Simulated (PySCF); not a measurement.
## UHF on S⁺ (sulfur, charge +1)

Configuration: [Ne] 3s2 3p3, high-spin 4S determinant. Computed with PySCF 2.14 in 6-31G*, with the non-relativistic Hamiltonian (point nucleus).

- Total energy: -397.138466 hartree
- One-electron energy: -542.9460 hartree
- Hartree (Coulomb) energy: 170.6031 hartree
- Exchange energy: -24.7955 hartree
- Kinetic energy: 397.22141 hartree
- ⟨S²⟩: 3.7508
- ⟨L²⟩: 0.000
- Sum of ⟨r⟩: 12.76 bohr
- Sum of ⟨r²⟩: 20.89 bohr²
- Density at the nucleus (Gaussians lack the cusp): 2510 bohr⁻³
- Spin density at the nucleus: 0.315 bohr⁻³
- Langevin diamagnetic susceptibility: -16.5 ×10⁻⁶ cm³/mol
- Time after the integrals: 0.08 s of wall time on 1 thread of Neoverse-N1 (shared host)

```tsv
shell	electrons	mean orbital energy (hartree)	rms radius, mean of both spins (bohr)
1s α	1	-92.43005	0.113
1s β	1	-92.39927	0.113
2s α	1	-9.43799	0.518
2s β	1	-9.40606	0.518
2p α	3	-7.12691	0.491
2p β	3	-7.07069	0.491
3s α	1	-1.41214	1.79
3s β	1	-1.06669	1.79
3p α	3	-0.86197	2.04
```
